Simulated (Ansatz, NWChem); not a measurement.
**Worked example: the enthalpy of formation of BBr2Cl (SMILES ClB(Br)Br)**

BBr2Cl has 4 atoms, charge 0, and is taken as a singlet. As SMILES, `ClB(Br)Br`. The shape is that of a PBE0-D4/def2-TZVP optimisation.

Total energies at M06-2X/6-31G* (spherical functions) (NWChem 7.3.0); the atoms run unrestricted:

| species | state | energy (Eh) |
| --- | --- | --- |
| BBr2Cl | singlet | -5632.858322 |
| Cl | doublet | -460.096002 |
| B | doublet | -24.639169 |
| Br | doublet | -2573.833430 |

Harmonic wavenumbers at PBE0-D4/def2-TZVP, in cm⁻¹: 166, 197, 350, 410, 841, 938.

Measured heats of formation of the gaseous atoms at 298.15 K, in kJ/mol: Cl 121.3, B 570.3, Br 111.9. Spin-orbit lowering of the atoms at 298 K (mean of the ground term's levels less their thermal mean, from spectra), in kJ/mol: Cl 3.44, B 0.00, Br 14.69. Take 1 Eh = 2625.50 kJ/mol, 1 cm⁻¹ = 0.0119627 kJ/mol, RT = 2.479 kJ/mol.

What heat of formation follows?


1. Electronic atomisation energy: (-460.096002) + (-24.639169) + 2 × (-2573.833430) − (-5632.858322) = 0.456291 Eh = 1198.0 kJ/mol.
2. Zero-point energy: half the sum of the wavenumbers, 1451 cm⁻¹ = 17.4 kJ/mol.
3. Thermal vibrational enthalpy, Σ hcν̃/(exp(hcν̃/kT) − 1): 5.1 kJ/mol. Translation, rotation and pV of a non-linear molecule: 4 RT = 9.9 kJ/mol.
4. The 4 free atoms carry 5/2 RT each: 24.8 kJ/mol.
5. Spin-orbit coupling lowers the free atoms by 3.44 + 0.00 + 2 × 14.69 = 32.8 kJ/mol.
6. Atomisation enthalpy at 298 K: 1198.0 − 32.8 − 17.4 − 5.1 − 9.9 + 24.8 = 1157.6 kJ/mol.
7. Sum of the atoms' heats of formation: 915.4 kJ/mol. Heat of formation: 915.4 − 1157.6 = -242.2 kJ/mol.

The tabulated value is -272.0 kJ/mol (NIST-JANAF tables; in doubt, as an older value, an estimate or one at odds with other calculations), so this level is off by +29.8 kJ/mol, or 2.5 % of the atomisation enthalpy that the table implies (1187.3 kJ/mol). Relativity is left out. Anharmonicity and any spin-orbit splitting of the molecule are left out.
